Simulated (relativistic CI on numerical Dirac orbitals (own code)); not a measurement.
Hyperfine structure of Zr⁵⁺, mass number 91

Computed by Dirac-Coulomb-Breit CI, orbitals from a KLI potential per configuration, model QED (radiative potential, 1s self-energy scaled to tabulated hydrogen-like ionisation energies), valence Slater integrals scaled by 0.85, P86 correlation energy added to each configuration (own radial code, finite nucleus).

Configurations in the expansion (outside the closed core [Ar] 3d10): 4s2 4p5, 4s 4p6, 4s2 4p4 4d, 4s 4p5 4d, 4s2 4p4 4f, 4s2 4p4 5s, 4s 4p5 4f, 4s2 4p4 5p, 4s2 4p4 5d, 4s2 4p4 6s, 4p6 4d, 4s2 4p4 6p, 4s 4p4 4d2, 4p5 4d2, 4p4 4d3, 4p4 4d2 4f, 4p4 4d2 5s. Double excitations out of closed p, d and f shells are left out; levels of such configurations are missing from the list, as are those of other unlisted configurations, and high levels can miss mixing partners. These lack a partner that the ground configuration has and come out too high: 4s2 4p4 5p, 4s2 4p4 5d, 4s2 4p4 6s, 4s2 4p4 6p.

Nuclear spin I = 5/2, μ = -1.3022 μN, Q = -0.176 b (tables of Stone and Pyykkö). The electronic factors are computed for point nuclear moments, without core polarisation or the Bohr-Weisskopf and QED corrections.

| Level | E (cm⁻¹) | A (MHz) | B (MHz) |
| --- | --- | --- | --- |
| 4s2 4p5 2P°_3/2 | 0.0 | -1272 | 783 |
| 4s2 4p5 2P°_1/2 | 15524.4 | -7173 |  |
| 4s 4p6 2S_1/2 | 189628.4 | -22440 |  |
| 4s2 4p4 4d 4D_5/2 | 247572.4 | -746.5 | 159 |
| 4s2 4p4 4d 4D_7/2 | 247966.5 | -433.5 | 378 |
| 4s2 4p4 4d 4D_3/2 | 248644.3 | -1117 | 46.5 |
| 4s2 4p4 4d 4D_1/2 | 250477.3 | -1987 |  |
| 4s2 4p4 4d 4F_9/2 | 260348.4 | -669 | -720 |

Levels with J = 0, under 50 % of one LS term, or S terms without an open s electron are left out. Small factors come from cancelling terms and can be off by tens of per cent or more.

At this charge configurations can still be misplaced by up to about 7 % of their energy. 44 of the 69 excited levels that our extract of the measured tables holds in this range could be paired (the sources list more); they are missed by 5615 cm⁻¹ on average and 9475 at most, and levels without a partner can miss by more.

(1) Give the hyperfine levels of 4s2 4p5 2P°_1/2 relative to its centre of gravity.

Results:

(1) With K = F(F + 1) − I(I + 1) − J(J + 1), E = AK/2: F = 2: 12550, F = 3: -8967 MHz.

LS names give the leading component of a level, which can be under half, so a name can repeat, a term be missing and a line seem to break the LS rules.
